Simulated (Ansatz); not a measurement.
Born–Oppenheimer molecular dynamics of CH5ClZn (8 atoms, charge 0, multiplicity 1). It starts at the highest image of a converged band. Of that band: A vibrational analysis at the climbing image gives 2 clearly imaginary modes (621i, 41i cm⁻¹): a point of higher order, so a lower path passes nearby.

Level of theory: RKS PBE0-D4/def2-SVP in Ansatz.

```json
{
  "ensemble": "NVE (velocity Verlet)",
  "time step": "0.5 fs",
  "steps asked": "200",
  "starting velocities drawn for": "100 K",
  "seed": "6631"
}
```

Frames 0.5 fs apart, positions in Å, forces in eV/Å.

Velocities at 5.0 fs (Å/ps):

```
Zn -0.81 0.15 0.13
H -1.11 3.55 -3.70
C -0.68 -0.42 0.98
H 12.78 10.11 -5.16
Cl 1.84 -0.74 -0.17
H 1.98 1.20 -2.68
H -15.94 2.38 -2.65
H -1.66 3.92 0.22
```

```xyz
8
Properties=species:S:1:pos:R:3:forces:R:3 time_fs=5.0 energy_less_start_eV=0.035 T=55
Zn -0.190 0.435 -0.283 -0.25 -0.11 0.24
H -0.871 1.741 -1.123 -0.24 0.01 0.12
C 1.189 -0.790 0.338 -0.57 0.09 -0.18
H -1.767 1.376 -0.607 0.13 -0.09 -0.09
Cl -2.667 0.411 0.269 0.29 0.16 -0.14
H 1.985 -0.223 0.840 0.23 -0.19 -0.22
H 1.512 -1.347 -0.560 0.39 0.09 0.28
H 0.745 -1.503 1.050 0.02 0.05 -0.02
8
Properties=species:S:1:pos:R:3:forces:R:3 time_fs=5.5 energy_less_start_eV=0.036 T=54
Zn -0.191 0.435 -0.283 -0.27 -0.13 0.27
H -0.871 1.743 -1.124 -0.25 0.02 0.12
C 1.188 -0.790 0.338 -0.56 0.17 -0.18
H -1.760 1.381 -0.610 0.15 -0.08 -0.11
Cl -2.666 0.411 0.269 0.31 0.16 -0.14
H 1.986 -0.223 0.838 0.21 -0.21 -0.23
H 1.504 -1.345 -0.561 0.42 0.06 0.24
H 0.744 -1.501 1.050 0.00 0.02 0.02
8
Properties=species:S:1:pos:R:3:forces:R:3 time_fs=6.0 energy_less_start_eV=0.036 T=53
Zn -0.191 0.435 -0.283 -0.30 -0.14 0.29
H -0.873 1.745 -1.126 -0.26 0.02 0.13
C 1.188 -0.791 0.339 -0.55 0.25 -0.17
H -1.753 1.386 -0.613 0.16 -0.07 -0.13
Cl -2.665 0.411 0.269 0.32 0.15 -0.14
H 1.988 -0.223 0.836 0.20 -0.23 -0.24
H 1.498 -1.344 -0.561 0.45 0.02 0.20
H 0.743 -1.499 1.050 -0.02 -0.01 0.05
8
Properties=species:S:1:pos:R:3:forces:R:3 time_fs=6.5 energy_less_start_eV=0.035 T=55
Zn -0.191 0.435 -0.283 -0.33 -0.15 0.32
H -0.875 1.747 -1.127 -0.26 0.03 0.13
C 1.187 -0.791 0.339 -0.53 0.33 -0.16
H -1.746 1.391 -0.616 0.17 -0.05 -0.15
Cl -2.664 0.410 0.269 0.34 0.14 -0.13
H 1.991 -0.224 0.833 0.18 -0.24 -0.24
H 1.492 -1.342 -0.561 0.48 -0.02 0.15
H 0.742 -1.497 1.051 -0.04 -0.04 0.08
8
Properties=species:S:1:pos:R:3:forces:R:3 time_fs=7.0 energy_less_start_eV=0.032 T=58
Zn -0.192 0.435 -0.283 -0.37 -0.17 0.35
H -0.878 1.749 -1.128 -0.26 0.04 0.12
C 1.187 -0.791 0.340 -0.51 0.39 -0.15
H -1.738 1.395 -0.620 0.18 -0.03 -0.17
Cl -2.663 0.410 0.269 0.35 0.13 -0.12
H 1.993 -0.225 0.830 0.17 -0.24 -0.24
H 1.488 -1.341 -0.561 0.49 -0.06 0.10
H 0.741 -1.495 1.051 -0.05 -0.06 0.11
8
Properties=species:S:1:pos:R:3:forces:R:3 time_fs=7.5 energy_less_start_eV=0.028 T=64
Zn -0.192 0.435 -0.283 -0.40 -0.18 0.37
H -0.881 1.751 -1.128 -0.25 0.05 0.12
C 1.186 -0.791 0.340 -0.49 0.45 -0.15
H -1.730 1.399 -0.624 0.18 -0.01 -0.19
Cl -2.662 0.410 0.269 0.37 0.11 -0.11
H 1.996 -0.227 0.826 0.15 -0.24 -0.23
H 1.485 -1.340 -0.560 0.50 -0.10 0.06
H 0.740 -1.493 1.052 -0.06 -0.07 0.12
8
Properties=species:S:1:pos:R:3:forces:R:3 time_fs=8.0 energy_less_start_eV=0.023 T=71
Zn -0.193 0.435 -0.282 -0.44 -0.20 0.40
H -0.885 1.753 -1.128 -0.24 0.06 0.10
C 1.185 -0.791 0.340 -0.46 0.48 -0.15
H -1.722 1.404 -0.628 0.19 0.02 -0.21
Cl -2.661 0.409 0.269 0.38 0.09 -0.10
H 2.000 -0.229 0.822 0.14 -0.23 -0.21
H 1.483 -1.339 -0.559 0.50 -0.13 0.02
H 0.739 -1.492 1.053 -0.06 -0.08 0.13
8
Properties=species:S:1:pos:R:3:forces:R:3 time_fs=8.5 energy_less_start_eV=0.016 T=80
Zn -0.193 0.435 -0.282 -0.48 -0.22 0.43
H -0.889 1.755 -1.128 -0.21 0.08 0.08
C 1.184 -0.790 0.340 -0.43 0.49 -0.16
H -1.713 1.408 -0.633 0.18 0.04 -0.22
Cl -2.660 0.409 0.269 0.39 0.06 -0.08
H 2.004 -0.232 0.817 0.13 -0.22 -0.19
H 1.482 -1.338 -0.558 0.48 -0.16 0.00
H 0.737 -1.490 1.054 -0.06 -0.08 0.13
8
Properties=species:S:1:pos:R:3:forces:R:3 time_fs=9.0 energy_less_start_eV=0.007 T=91
Zn -0.194 0.435 -0.282 -0.52 -0.24 0.46
H -0.894 1.758 -1.128 -0.18 0.10 0.06
C 1.183 -0.790 0.341 -0.40 0.47 -0.17
H -1.703 1.413 -0.639 0.17 0.07 -0.24
Cl -2.659 0.409 0.268 0.40 0.03 -0.07
H 2.008 -0.236 0.811 0.12 -0.20 -0.16
H 1.483 -1.338 -0.557 0.46 -0.17 0.00
H 0.736 -1.489 1.056 -0.05 -0.06 0.12
8
Properties=species:S:1:pos:R:3:forces:R:3 time_fs=9.5 energy_less_start_eV=-0.002 T=102
Zn -0.194 0.435 -0.282 -0.57 -0.27 0.49
H -0.900 1.760 -1.128 -0.13 0.13 0.03
C 1.182 -0.790 0.341 -0.36 0.44 -0.20
H -1.693 1.417 -0.645 0.15 0.10 -0.25
Cl -2.658 0.408 0.268 0.41 0.00 -0.05
H 2.012 -0.239 0.806 0.11 -0.18 -0.12
H 1.484 -1.338 -0.557 0.42 -0.18 0.00
H 0.734 -1.488 1.058 -0.03 -0.04 0.10
8
Properties=species:S:1:pos:R:3:forces:R:3 time_fs=10.0 energy_less_start_eV=-0.011 T=114
Zn -0.195 0.435 -0.282 -0.61 -0.29 0.53
H -0.905 1.763 -1.127 -0.08 0.16 -0.01
C 1.180 -0.789 0.341 -0.32 0.39 -0.24
H -1.683 1.422 -0.651 0.12 0.12 -0.25
Cl -2.657 0.408 0.268 0.43 -0.04 -0.03
H 2.017 -0.244 0.800 0.10 -0.15 -0.08
H 1.487 -1.338 -0.556 0.37 -0.18 0.02
H 0.733 -1.487 1.060 -0.02 -0.01 0.07
8
Properties=species:S:1:pos:R:3:forces:R:3 time_fs=10.5 energy_less_start_eV=-0.020 T=126
Zn -0.195 0.435 -0.282 -0.67 -0.32 0.56
H -0.911 1.767 -1.127 -0.01 0.20 -0.06
C 1.179 -0.789 0.341 -0.26 0.33 -0.28
H -1.673 1.428 -0.659 0.08 0.14 -0.25
Cl -2.656 0.408 0.268 0.44 -0.08 -0.01
H 2.022 -0.249 0.793 0.09 -0.12 -0.05
H 1.490 -1.339 -0.555 0.32 -0.17 0.05
H 0.731 -1.486 1.062 0.00 0.02 0.03
```

Of the whole run (100 fs, mean temperature of the second half 1177 K): The conserved energy stayed within 0.093 meV per atom of its start (net change -0.07 meV per atom), so the integration is sound. The system heated up, since it started high on the potential surface and ran downhill. A run of 0.1 ps of so small a system gives no equilibrium averages. The orbitals stay closed-shell, which can raise the energy where a bond breaks towards radicals; this wasn't checked here.

Run time: 6.4 min on 2 threads of Arm Neoverse V1 (shared host), peak memory 0.18 GiB.
